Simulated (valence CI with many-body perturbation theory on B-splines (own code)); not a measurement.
## Co12+: fill in the table

Computed by relativistic CI+MBPT: five valence electrons over a frozen Dirac-Fock core [Ne], a basis of 9 s, 9 p, 8 d, 6 f, 3 g, 1 h functions for each j, with the one-electron correlation potential Σ1, the two-electron term Σ2, the three-electron term Σ3, Breit, model QED; selected CI, second order for the rest, scaled by the run's own slope (own B-spline code, finite nucleus).

No measured spectrum was set against this ion. As an estimate, levels of excited configurations hold to 0.05 to 0.15 % of their energy, terms of the ground configuration to about 0.5 %. Among the levels kept, up to 630 cm⁻¹ of a level comes from second order outside the variational space, and about a tenth of that is noise between levels of different J, which matters for small intervals.

| Level | E (cm⁻¹) |
| --- | --- |
| 3s²3p³ ⁴S°_3/2 | 0 |
| 3s²3p³ ²D°_3/2 | ? |
| 3s²3p³ ²D°_5/2 | 49956 |
| 3s²3p³ ²P°_1/2 | 79831 |
| 3s²3p³ ²P°_3/2 | 88508 |
| 3s3p⁴ ⁴P_5/2 | 295130 |
| 3s3p⁴ ⁴P_3/2 | ? |
| 3s3p⁴ ⁴P_1/2 | ? |
| 3s3p⁴ ²D_3/2 | 365730 |
| 3s3p⁴ ²D_5/2 | 368410 |
| 3s²3p²3d ²P_3/2 [a] | ? |
| 3s3p⁴ ²P_1/2 | ? |
| 3s3p⁴ ²S_1/2 | 442960 |
| 3s²3p²3d ⁴F_3/2 | 456200 |
| 3s²3p²3d ⁴F_5/2 | 460920 |
| 3s²3p²3d ⁴F_7/2 | 467860 |
| 3s²3p²3d ²F_5/2 [a] | 473840 |
| 3s²3p²3d ⁴F_9/2 | 476220 |
| 3s²3p²3d ²F_7/2 [a] | 479190 |
| 3s²3p²3d ⁴D_1/2 | ? |

Names give the largest LS component (configuration and term), which can be under half, so a name can repeat, a term be missing and a line seem to break the LS rules; names also repeat where a configuration has a term twice. Letters in brackets count levels of one name in rising energy.

Task: The levels stand in rising order. What does the calculation give for the missing energies?

Result: 3s²3p³ ²D°_3/2 43925; 3s3p⁴ ⁴P_3/2 307000; 3s3p⁴ ⁴P_1/2 312090; 3s²3p²3d ²P_3/2 [a] 418620; 3s3p⁴ ²P_1/2 423600; 3s²3p²3d ⁴D_1/2 479500.
